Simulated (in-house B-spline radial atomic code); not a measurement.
A run on Fe that did not converge. Method: scalar-relativistic (X2C) B3LYP, spin-polarised, spherical fractional occupations, Fermi nucleus of rms radius 3.7377 fm; computed with an all-electron radial atomic-structure program (B-spline basis).

Command:
```bash
python run_scf.py task.json out
```
Settings (nuclear radius in fm, mass in u):
```
Z                26
configuration    [Ne] 3s2 3p5.5 3d6 4s2 4f0.5
hamiltonian      x2c
method           b3lyp
spin_polarised   True
nucleus          fermi
rms_radius       3.7377
atomic_mass      55.93494
speed_of_light   137.035999084
```

First and last ten iterations of the last attempt (damped for 15 steps, keeping 80 % of the old Fock matrix, then DIIS):
```
 iter        energy (Eh)    residual
    1       -1255.975953    4.24e-01
    2       -1261.716627    5.32e-01
    3       -1266.239576    3.73e-01
    4       -1268.820265    2.45e-01
    5       -1270.211558    1.54e-01
    6       -1270.921510    1.01e-01
    7       -1271.238609    7.05e-02
    8       -1271.366835    4.92e-02
    9       -1271.422987    3.61e-02
   10       -1271.447935    2.74e-02
  111       -1271.473263    1.06e-04
  112       -1271.473368    6.60e-05
  113       -1271.473388    3.37e-05
  114       -1271.473394    3.20e-05
  115       -1271.473405    3.92e-05
  116       -1271.473283    9.06e-05
  117       -1271.473296    8.03e-05
  118       -1271.473290    8.48e-05
  119       -1271.473352    4.54e-05
  120       -1271.473271    1.02e-04
 not converged after 120 iterations
```

The smallest residual met was 3.0e-05; the threshold is about 3e-07. No energy from this run should be used. Cost of the run: 8.9 s on 1 thread of Arm Neoverse V2, on a shared host.
